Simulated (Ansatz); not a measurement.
Basis-set extrapolation for C$_{2}$H$_{9}$NO$_{3}$Si (`CN(C)[Si](O)(O)O`) (PBE0-D4/def2-TZVP geometry, frozen core, Ansatz). Multiplicity 1, RHF reference.

```json
{"": "HF", "def2-TZVPP": "-649.311441", "def2-QZVPP": "-649.338890"}
{"": "MP2 correlation", "def2-TZVPP": "-1.399068", "def2-QZVPP": "-1.505306"}
{"": "CCSD(T) correlation", "def2-TZVPP": "-1.490398", "def2-QZVPP": "not run"}
```

Energies in hartree. Use E(X) = E(∞) + A·exp(−7.88·√X) for Hartree–Fock and E(X) = E(∞) + B·X^(−2.97) for correlation, with X = 3 and 4, and add CCSD(T) minus MP2 of the smaller set to the MP2 limit.

Question: What is the CCSD(T) energy at the basis-set limit?

Answer: HF limit: -649.338890 + (-0.027449) × 0.13774 = -649.34267. MP2 limit: -1.505306 + (-0.106238) × 0.74074 = -1.58400. Higher-order term: -1.490398 − (-1.399068) = -0.09133. Total: -651.01800 hartree, 567.5 kJ/mol below CCSD(T)/def2-TZVPP.
